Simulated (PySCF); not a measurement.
Ionisation of 1,3,5,7-octatetrayne

Molecule: 1,3,5,7-octatetrayne, `C#CC#CC#CC#C` (C8H2). Non-hydrogen atoms are numbered in `[CH:1]#[C:2][C:3]#[C:4][C:5]#[C:6][C:7]#[CH:8]`.

Energies: ωB97X-D3(BJ)/ma-def2-TZVP (PySCF, density fitting, integration grid level 2) on PBE0-D3(BJ)/def2-SVP structures. Zero-point and thermal terms (298.15 K, 1 bar) come from unscaled PBE0-D3(BJ)/def2-SVP harmonic frequencies, with soft modes damped to free rotors in the entropy.

Frontier levels of the parent: HOMO -9.10 eV, LUMO -0.50 eV.

Oxidation to the radical cation:
- Vertical ionisation energy (electronic): 8.89 eV
- Adiabatic ionisation energy (with zero-point energy): 8.88 eV
- Adiabatic, electronic part: 8.90 eV
- Vertical gap at the product's structure: 8.63 eV
- ⟨S²⟩ of the product: 0.846
- Largest spin populations: C1 0.34, C8 0.34, C6 0.24, C3 0.24
- Largest changes of atomic charge: C1 0.20, C8 0.20, C6 0.15, C3 0.15
- Distances that move most (Å): C4–C5 1.353 → 1.320; C2–C3 1.361 → 1.334; C6–C7 1.361 → 1.334; C5–C6 1.229 → 1.250

Measured values (NIST Chemistry WebBook, evaluated or the median of agreeing entries): adiabatic ionisation energy 9.09 eV (computed 8.88, difference -0.21).

Run with `OMP_NUM_THREADS=1 python redox_run.py task.json out` on 1 thread of Arm Neoverse V1, a shared host. Structures, frequencies and single points: 12 min of wall time.
